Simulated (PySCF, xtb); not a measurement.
SeCl3, SMILES Cl[Se+](Cl)Cl, charge +1.

Harmonic wavenumbers (cm⁻¹) from GFN2-xTB run with xtb at its own minimum, in rising order: 146, 147, 177, 352, 353, 388.

Task: What does PySCF with PBE-D3(BJ)/def2-SVP give at its own minimum? (The exact figures need the calculation; the answer reports its results.)

Result: 143, 143, 185, 405, 405, 410. Paired by order, the mean absolute difference is 24 cm⁻¹ and the zero-point energies are 2.2 and 2.4 kcal/mol.
